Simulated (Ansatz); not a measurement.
Start from `[SiH3]/N=C\S` and change one atom or group (the configuration at the double bond changes too) to get `S/C=[N]/[GeH2][Cl]`.

Ansatz, PBE0-D4/def2-TZVP geometries, multiplicity 1. Each molecule was computed in one conformer, which needn't be the lowest.

Scalar relativity is left out up to krypton.

| property | `[SiH3]/N=C\S` |
| --- | --- |
| ideal-gas entropy at 298 K and 1 bar (rigid rotor, harmonic PBE0-D4/def2-TZVP) / J/(mol·K) | 325 |
| size of the dipole moment (B3LYP/def2-TZVPP) / D | 0.82 |
| size of the dipole moment (PBE/def2-TZVPP) / D | 0.74 |
| HOMO energy (B3LYP/def2-TZVPP) / eV | -7.05 |
| zero-point energy (PBE0-D4/def2-TZVP) / kJ/mol | 146.1 |
| size of the dipole moment (ωB97M-V/def2-TZVPP) / D | 0.85 |

**Question.** Give the same properties after the change, and the shifts. (An estimate is asked.)

**Answer.** Ansatz gave: 
| property | `S/C=[N]/[GeH2][Cl]` | shift |
| --- | --- | --- |
| ideal-gas entropy at 298 K and 1 bar (rigid rotor, harmonic PBE0-D4/def2-TZVP) / J/(mol·K) | 369 | 44 |
| size of the dipole moment (B3LYP/def2-TZVPP) / D | 2.17 | 1.35 |
| size of the dipole moment (PBE/def2-TZVPP) / D | 2.07 | 1.33 |
| HOMO energy (B3LYP/def2-TZVPP) / eV | -7.41 | -0.36 |
| zero-point energy (PBE0-D4/def2-TZVP) / kJ/mol | 125.6 | -20.5 |
| size of the dipole moment (ωB97M-V/def2-TZVPP) / D | 2.17 | 1.32 |

With PBE0 the HOMO falls by 0.36 eV and the LUMO falls by 0.10 eV, so the gap widens by about 0.26 eV. PBE moves the HOMO by -0.35 eV and ωB97M-V by -0.26 eV. Dipoles are sizes alone; their direction can turn. Modes under 60 cm⁻¹, often nearly free rotors, make the harmonic entropy too high.

B3LYP here is the variant with VWN-RPA as its local correlation; programs differ in this.
